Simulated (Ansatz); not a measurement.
PBE exchange is replaced step by step with exact exchange (0 % is PBE, 25 % PBE0; no dispersion term), basis def2-TZVP, Ansatz. System: the cluster Ga2N2 (the lowest singlet isomer of a short search). Total charge 0; singlet. Geometry: PBE-D4/def2-SVP, each spin state at its own.

The relaxed triplet has other bonds than the singlet, so its gap is one between isomers. The relaxed quintet has other bonds than the singlet, so its gap is one between isomers.

Geometry of the singlet:

Cartesian coordinates in Å:
```
Ga -1.392 -0.464 -1.319
Ga 1.446 -0.847 -0.229
N -0.442 0.519 0.381
N 0.387 0.792 1.167
```

The structure comes from a short search, and lower isomers may exist.

```json
{"exact exchange (%)": "0", "HOMO (eV)": "-3.87", "LUMO (eV)": "-3.30", "gap (eV)": "0.57", "triplet − singlet (kJ/mol)": "-9.2", "quintet − singlet (kJ/mol)": "271.0"}
{"exact exchange (%)": "5", "HOMO (eV)": "-4.01", "LUMO (eV)": "-3.13", "gap (eV)": "0.88", "triplet − singlet (kJ/mol)": "-10.6", "quintet − singlet (kJ/mol)": "266.8"}
{"exact exchange (%)": "15", "HOMO (eV)": "-4.30", "LUMO (eV)": "-2.79", "gap (eV)": "1.51", "triplet − singlet (kJ/mol)": "-13.7", "quintet − singlet (kJ/mol)": "257.7"}
{"exact exchange (%)": "25", "HOMO (eV)": "-4.60", "LUMO (eV)": "-2.47", "gap (eV)": "2.13", "triplet − singlet (kJ/mol)": "-17.3", "quintet − singlet (kJ/mol)": "247.6"}
{"exact exchange (%)": "35", "HOMO (eV)": "-4.89", "LUMO (eV)": "-2.16", "gap (eV)": "2.73", "triplet − singlet (kJ/mol)": "-21.3", "quintet − singlet (kJ/mol)": "236.8"}
{"exact exchange (%)": "50", "HOMO (eV)": "-5.35", "LUMO (eV)": "-1.71", "gap (eV)": "3.63", "triplet − singlet (kJ/mol)": "-28.2", "quintet − singlet (kJ/mol)": "219.1"}
```

Problem. Estimate the row for 10 %.

Solution. 
| exact exchange (%) | HOMO (eV) | LUMO (eV) | gap (eV) | triplet − singlet (kJ/mol) | quintet − singlet (kJ/mol) |
| --- | --- | --- | --- | --- | --- |
| 10 | -4.16 | -2.96 | 1.20 | -12.1 | 262.4 |
